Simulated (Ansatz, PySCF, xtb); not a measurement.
Reaction R1 + R2 → P1 + P2, each structure at its B3LYP-D3(BJ)/def2-TZVP stationary point, reached from a drawn start (curvature not checked).
R1, H2O (SMILES O) (charge 0, multiplicity 1):
```xyz
3

O      0.00000     0.00000     0.38961
H      0.00000     0.76499    -0.19486
H      0.00000    -0.76499    -0.19486
```
P1, NH3 (SMILES N) (charge 0, multiplicity 1, Z-matrix in Å and degrees):
```
N
H 1 1.0136
H 1 1.0136 2 107.33
H 1 1.0136 2 107.33 3 -115.10
```
P2: H6OSi2 (SMILES [SiH3]O[SiH3]), charge 0, multiplicity 1.
R2: H7NSi2 (SMILES [SiH3]N[SiH3]), charge 0, multiplicity 1.

```
level                                  reaction energy (kJ/mol)  minus CCSD(T)/CBS(cc-pV(T+d)Z, cc-pV(Q+d)Z)
-------------------------------------  ------------------------  -------------------------------------------
GFN1-xTB                                                 -308.7                                       -216.7
GFN2-xTB                                                 -149.8                                        -57.8
HF/cc-pV(T+d)Z                                           -113.4                                        -21.4
HF/cc-pV(Q+d)Z                                           -114.3                                        -22.3
SVWN5/def2-TZVPP                                          -78.9                                         13.1
PBE/def2-TZVPP                                            -84.3                                          7.7
PBE-D4/def2-TZVPP                                         -81.6                                         10.4
BLYP/def2-TZVPP                                           -98.4                                         -6.4
BLYP-D3(BJ)/def2-TZVPP                                    -91.9                                          0.1
BLYP-D4/def2-TZVPP                                        -92.4                                         -0.4
revPBE/def2-TZVPP                                         -86.1                                          5.9
revPBE-D3(BJ)/def2-TZVPP                                  -79.2                                         12.8
revPBE-D4/def2-TZVPP                                      -78.5                                         13.5
r2SCAN/def2-TZVPP                                         -93.8                                         -1.8
r2SCAN-D3(BJ)/def2-TZVPP                                  -93.0                                         -1.0
r2SCAN-D4/def2-TZVPP                                      -93.2                                         -1.1
B3LYP-D3(BJ)/def2-TZVPP                                   -93.9                                         -1.9
B3LYP-D4/def2-TZVPP                                       -94.8                                         -2.8
PBE0-D3(BJ)/def2-TZVPP                                    -84.2                                          7.8
BHLYP-D3(BJ)/def2-TZVPP                                   -99.4                                         -7.3
BHLYP-D4/def2-TZVPP                                      -100.4                                         -8.4
M06-2X/def2-TZVPP                                         -93.1                                         -1.1
CAM-B3LYP/def2-TZVPP                                     -100.1                                         -8.1
CAM-B3LYP-D3(BJ)/def2-TZVPP                               -97.8                                         -5.7
wB97X-V/def2-TZVPP                                        -92.5                                         -0.5
wB97M-V/def2-TZVPP                                        -91.1                                          1.0
B2PLYP/def2-TZVPP                                         -97.8                                         -5.8
B2PLYP-D3(BJ)/def2-TZVPP                                  -95.2                                         -3.2
MP2/cc-pV(D+d)Z                                           -82.6                                          9.4
MP2/cc-pV(T+d)Z                                           -93.5                                         -1.5
MP2/cc-pV(Q+d)Z                                           -92.2                                         -0.2
SCS-MP2/cc-pV(T+d)Z                                       -98.3                                         -6.3
SCS-MP2/cc-pV(Q+d)Z                                       -96.9                                         -4.9
CCSD/cc-pV(D+d)Z                                          -84.0                                          8.0
CCSD/cc-pV(T+d)Z                                          -95.9                                         -3.9
CCSD/cc-pV(Q+d)Z                                          -95.8                                         -3.8
CCSD(T)/cc-pV(D+d)Z                                       -82.4                                          9.6
CCSD(T)/cc-pV(T+d)Z                                       -93.3                                         -1.3
CCSD(T)/cc-pV(Q+d)Z                                       -92.9                                         -0.9
CCSD(T)/CBS(cc-pV(T+d)Z, cc-pV(Q+d)Z)                     -92.0                                          0.0
```

 The comparison column counts from a level with limits of its own.

P less R. No zero-point or thermal terms.

Cores are frozen in the correlated methods. CBS(a, b) extrapolates the correlation energy as X⁻³ and adds the Hartree–Fock energy of set b.

Run with Ansatz (Gaussian orbitals); PySCF for M06-2X and the D3/D4 terms; xtb for the GFN methods. All values are computed, each at the level named.

Ansatz is an electronic-structure program.
